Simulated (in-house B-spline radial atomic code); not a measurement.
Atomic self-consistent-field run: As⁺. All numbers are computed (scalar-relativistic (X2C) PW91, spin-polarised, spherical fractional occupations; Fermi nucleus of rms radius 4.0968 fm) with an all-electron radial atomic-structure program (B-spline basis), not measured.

Command:
```bash
python run_scf.py task.json out
```
Settings (nuclear radius in fm, mass in u):
```
Z                33
configuration    [Ar] 3d10 4s2 4p2
hamiltonian      x2c
method           pw91,pw91
spin_polarised   True
nucleus          fermi
rms_radius       4.0968
atomic_mass      74.92159
speed_of_light   137.035999084
```

Output (hartree, bohr):
```
 radial grid: 82 intervals, B-splines of order 8, outer radius 60 bohr

 iter        energy (Eh)    residual
    1       -2259.870706    3.71e-01
    2       -2260.191201    1.33e-01
    3       -2260.601946    2.68e-02
    4       -2260.612951    9.27e-03
    5       -2260.613002    5.12e-03
    6       -2260.613481    3.10e-03
    7       -2260.613665    4.44e-05
    8       -2260.613665    7.11e-06
    9       -2260.613665    2.10e-07

 total energy                     -2260.61367
 kinetic                            2311.3493
 electron-nucleus                  -5445.4324
 Hartree                             957.7286
 exchange-correlation                -84.2592

 orbital      occ     eigenvalue          <r>       <r^2>       <1/r>       r_max
 1s up      1.000      -430.6472    0.0451016  0.00275008     34.1756     0.02928
 1s down    1.000      -430.6437    0.0451014  0.00275006     34.1757     0.02928
 2s up      1.000       -54.9512     0.202476   0.0484171     7.48594        0.17
 2s down    1.000       -54.9498     0.202475   0.0484161     7.48585        0.17
 2p up      3.000       -48.2404     0.177065   0.0384162     7.23306      0.1361
 2p down    3.000       -48.2375     0.177068    0.038417      7.2329      0.1361
 3s up      1.000        -7.3435     0.598368    0.412865     2.40524      0.5218
 3s down    1.000        -7.3392     0.598216     0.41256     2.40542      0.5218
 3p up      3.000        -5.2676     0.617316    0.448126     2.23528       0.521
 3p down    3.000        -5.2625     0.616905    0.447316     2.23607       0.521
 3d up      5.000        -1.8541     0.679173    0.583954     1.90646      0.4766
 3d down    5.000        -1.8459     0.675352    0.575438     1.91233      0.4765
 4s up      1.000        -0.8877      1.87503     4.01434    0.701953       1.602
 4s down    1.000        -0.8192      1.86889     4.00586    0.708704       1.582
 4p up      2.000        -0.5194      2.29206     6.07597    0.565794       1.903
```

Time taken, with all properties: 0.3 s on 1 thread of Intel(R) Xeon(R) 6975P-C, on a shared host.

One-electron X2C: radii and densities carry no picture-change correction, so inner-shell <1/r> comes out high (for 1s by about 2 % at Z = 33, 5 % at 54, 10 % at 75, 30 % at 118) and <r> low.
